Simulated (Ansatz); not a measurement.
Cost and result for the atomization energy of C₂H₅FSSi (`C[Si@H]1S[C@H]1F`) (10 atoms, 10 bonds).

| atom | x (Å) | y (Å) | z (Å) |
| --- | --- | --- | --- |
| C1 | -0.759 | -0.430 | 1.302 |
| Si2 | -0.533 | 0.060 | -0.470 |
| S3 | 0.333 | 1.913 | -0.940 |
| C4 | 1.191 | 0.292 | -1.111 |
| F5 | 2.247 | 0.114 | -0.255 |
| H6 | -1.648 | 0.042 | 1.725 |
| H7 | 0.112 | -0.120 | 1.881 |
| H8 | -0.875 | -1.514 | 1.385 |
| H9 | -1.580 | -0.447 | -1.387 |
| H10 | 1.510 | 0.091 | -2.130 |

The species carries charge 0 and has multiplicity 1. All single points use the PBE0-D4/def2-TZVP geometry. Program: Ansatz. All runs use 4 threads of an Arm Neoverse V2 on a shared host. Times are those of one run each, without the atoms' runs, and a repeat can differ threefold. Electronic energies, without spin–orbit coupling; frozen cores. CCSD(T)/CBS adds CCSD(T) − MP2 in def2-TZVPP to the MP2 limit, and its time is that of the two runs behind it. T1 = 0.013. B3LYP takes the VWN-RPA correlation (the form of Gaussian; ORCA's B3LYP/G).

CCSD(T)/CBS is a level of theory with its own doubt, some kJ/mol a heavy atom from the limit and from the frozen cores, so smaller differences don't rank the functionals.

```
                             level  functions  wall time
   PBE-D4/def2-TZVPP (with forces)        247      2.2 s
                PBE0-D4/def2-TZVPP        247      2.8 s
r2SCAN-D4/def2-TZVPP (with forces)        247      4.3 s
 B3LYP-D4/def2-TZVPP (with forces)        247      4.4 s
                 B2PLYP/def2-TZVPP        247      5.5 s
                ωB97X-V/def2-TZVPP        247        7 s
  ωB97M-V/def2-TZVPP (with forces)        247       10 s
                    MP2/def2-QZVPP        461       24 s
                CCSD(T)/def2-TZVPP        247      2 min
                 CCSD(T)/CBS(def2)          –    2.4 min
```

**Question.** What atomization energy does each give, and how far from CCSD(T)/CBS? (Estimate.)

**Answer.** Computed: 
```tsv
level	atomization (kJ/mol)	difference from CCSD(T)/CBS	per bond
PBE-D4/def2-TZVPP (with forces)	3724.4	94.6	9.5
PBE0-D4/def2-TZVPP	3653.3	23.5	2.3
r2SCAN-D4/def2-TZVPP (with forces)	3659.2	29.4	2.9
B3LYP-D4/def2-TZVPP (with forces)	3617.9	-11.9	-1.2
B2PLYP/def2-TZVPP	3580.0	-49.8	-5.0
ωB97X-V/def2-TZVPP	3653.6	23.8	2.4
ωB97M-V/def2-TZVPP (with forces)	3651.7	21.9	2.2
MP2/def2-QZVPP	3659.1	29.3	2.9
CCSD(T)/def2-TZVPP	3524.1	-105.7	-10.6
CCSD(T)/CBS(def2)	3629.8	0.0	0.0
```

The D4 term adds +37.3 kJ/mol with B3LYP and +19.4 kJ/mol with PBE0; it sums over pairs of atoms, weighted by their polarisabilities, and B3LYP, whose exchange is more repulsive, gets the larger term. In def2-TZVPP, CCSD(T) changes the Hartree–Fock value by +920.1 kJ/mol (the triples alone add +64.3 kJ/mol) and MP2 by +992.7 kJ/mol; breaking electron pairs costs correlation energy, which Hartree–Fock lacks. From PBE to PBE0 (25 % exact exchange), in def2-TZVPP and without D4, the atomization energy moves by −67.5 kJ/mol: exact exchange takes away binding that semilocal exchange gives to molecules.
